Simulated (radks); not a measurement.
Charge is removed step by step from the 3p up level of S+, starting from [Ne] 3s2 3p(up 3, down 0). All-electron calculation, non-relativistic Kohn-Sham, TPSS, spin-polarised, spherical densities, point nucleus; meta-GGA in the generalised Kohn-Sham scheme. Program: a radial shooting solver on a logarithmic mesh with Libxc functionals.

| removed (e) | E - E(0) (eV) | eigenvalue (eV) | E minus straight line (eV) |
|---|---|---|---|
| 0 | 0.000 | -18.115 | 0.000 |
| 0.125 | 2.347 | -19.439 | -0.597 |
| 0.25 | 4.861 | -20.781 | -1.028 |
| 0.375 | 7.543 | -22.139 | -1.290 |
| 0.5 | 10.396 | -23.514 | -1.382 |
| 0.625 | 13.422 | -24.904 | -1.300 |
| 0.75 | 16.623 | -26.309 | -1.044 |
| 0.875 | 20.000 | -27.729 | -0.611 |
| 1 | 23.555 | -29.162 | 0.000 |

Removing the whole electron costs 23.555 eV by Delta-SCF, against 18.115 eV from minus the eigenvalue at the starting occupation. Slater's transition state (half an electron removed) gives 23.514 eV. Integrating minus the eigenvalue over the occupation (Janak's theorem) gives 23.555 eV. The mean slope of the eigenvalue, de/dn, is 11.0 eV per electron. Ionisation energy of S+ in the NIST Atomic Spectra Database: 23.338 eV (measured).
